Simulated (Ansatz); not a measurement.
System: BI (charge -1, doublet). SMILES: [B][I-]

Atoms: B1, I2. Bonds: B1-I2.

Bond lengths (Å) and angles (degrees) optimised at HF/STO-3G with Ansatz (an electronic-structure program); PBE/6-31G* with LANL2DZ past Ar with Ansatz; B3LYP/LANL2DZ with Ansatz; B3LYP/6-31G* with LANL2DZ past Ar with Ansatz; MP2/6-31G* with LANL2DZ past Ar with Ansatz, each started from the B3LYP-D3(BJ)/def2-TZVP structure (Ansatz) of the last column. A row stands for all coordinates that are equal there. 6-31G* holds six Cartesian d functions.

```json
[
 {"coordinate": "B1-I2", "HF/STO-3G": "2.583", "PBE/6-31G* with LANL2DZ past Ar": "2.574", "B3LYP/LANL2DZ": "2.633", "B3LYP/6-31G* with LANL2DZ past Ar": "2.662", "MP2/6-31G* with LANL2DZ past Ar": "2.665", "B3LYP-D3(BJ)/def2-TZVP": "2.427"}
]
```

Mean signed difference of all 1 bond lengths from B3LYP-D3(BJ)/def2-TZVP: HF/STO-3G 0.155 Å, PBE/6-31G* with LANL2DZ past Ar 0.147 Å, B3LYP/LANL2DZ 0.205 Å, B3LYP/6-31G* with LANL2DZ past Ar 0.235 Å, MP2/6-31G* with LANL2DZ past Ar 0.237 Å.
